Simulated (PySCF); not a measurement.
How methods differ on the excitation energy of Cs

Cs [Xe] 6s1 (2S) → Cs [Xe] 5d1 (2D), as a difference of total energies. Computed with PySCF 2.14 in aug-cc-pwCVTZ-X2C, with scalar relativity by spin-free X2C-1e. The calculations carry no spin-orbit coupling.

| method | excitation energy (eV) |
| --- | --- |
| UHF | 1.710 |
| M06-2X | 1.621 |
| TPSSh | 1.397 |
| LC-wPBE | 1.642 |

For comparison: 1.805 eV (measured; NIST levels, between the centres of gravity of the two terms).
